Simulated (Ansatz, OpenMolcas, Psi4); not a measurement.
**SiHCl2OF (SMILES O[Si](F)(Cl)Cl): the HOMO–LUMO gap, rung by rung**

SiHCl2OF: 6 atoms, total charge 0, spin state singlet. SMILES: `O[Si](F)(Cl)Cl`. Geometry: relaxed at PBE0-D4/def2-TZVP. This is one conformer, not always the lowest.

Quantity: the HOMO–LUMO gap, in eV. The values are calculated.

```csv
level,kind,program,value (eV)
PBE/def2-SVP,GGA,Ansatz,7.54
revPBE/def2-SVP,GGA,OpenMolcas,7.60
r2SCAN-D4/def2-SVP (density fitting),meta-GGA,Psi4,8.54
r2SCAN/def2-SVP,meta-GGA,OpenMolcas,8.54
BHLYP/def2-SVP,global hybrid,Ansatz,12.30
HSE06/def2-SVP,range-separated hybrid,Ansatz,9.31
wB97X/def2-SVP,range-separated hybrid,Ansatz,14.82
B2PLYP/def2-SVP,double hybrid,OpenMolcas,12.59
```

The values span 7.54 to 14.82 eV. Orbital gaps aren't excitation energies, and those of double hybrids come from the SCF part alone; they tend to grow with the share of exact exchange.
